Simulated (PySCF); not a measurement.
ZrIH3, SMILES [ZrH3][I], multiplicity 1.

The structure is a stationary point at PBE-D3(BJ)/def2-TZVP. The spin state was assumed, not searched. The structure was generated by enumeration; whether it is a known compound was not checked. The def2 effective core potentials stand for the cores of I, Zr; spin–orbit coupling is left out.

Level of theory: PBE-D3(BJ)/def2-TZVP (PySCF).

Frequencies are harmonic and unscaled.

Modes within 1.5 cm⁻¹ of each other (mostly degenerate sets) share a row, with their intensities summed.

| mode | ν (cm⁻¹) | IR (km/mol) | moving atoms (share of kinetic energy) |
|---|---|---|---|
| 1 | 220 | 6.4 | Zr 52 %, I 42 % |
| 2–3 | 305 | 33.9 | H 96 % |
| 4 | 526 | 200.1 | H 93 % |
| 5–6 | 601 | 161.6 | H 99 % |
| 7–8 | 1653 | 726.0 | H 98 % |
| 9 | 1687 | 263.8 | H 100 % |
